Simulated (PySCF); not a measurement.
C2H6F2Si, SMILES F[C@@H]([SiH2]F)C. Atoms are numbered in the order given.

```xyz
11

C     -1.9741     0.4937     0.5270
C     -0.8062     0.0977    -0.3611
F     -0.4384     1.1923    -1.1528
Si     0.7223    -0.4182     0.6262
F      1.8689    -0.9703    -0.3897
H     -2.3280    -0.3712     1.1104
H     -2.8101     0.8633    -0.0865
H     -1.6867     1.2937     1.2283
H     -1.1124    -0.7152    -1.0453
H      1.2619     0.7599     1.3523
H      0.3704    -1.5216     1.5613
```

The structure is a stationary point at ωB97X-D3(BJ)/def2-SVP. The structure was generated by enumeration; whether it is a known compound was not checked. The values are those of a single conformer.

Level of theory: PySCF with KT2/pcSseg-1.

GIAO shieldings, no solvent; atoms alike by connectivity are averaged. δ = σ(ref) − σ: ¹³C against TMS (σ = 185.1 ppm); ¹⁹F against CFCl3 (σ = 127.1 ppm); ²⁹Si against TMS (σ = 361.9 ppm); ¹H against TMS (σ = 31.47 ppm), references at their B3LYP-D3(BJ)/def2-TZVP geometries, non-relativistic.

Question: Estimate the chemical shifts. (Estimate from the structure and the level; the computed values follow.)

Answer: 
```tsv
nucleus	atoms	count	δ (ppm)
¹³C	C2	1	89.2
¹³C	C1	1	17.5
¹⁹F	F5	1	-260.1
¹⁹F	F3	1	-268.6
²⁹Si	Si4	1	5.7
¹H	H10, H11	2	5.36
¹H	H9	1	5.23
¹H	H6, H7, H8	3	1.60
```
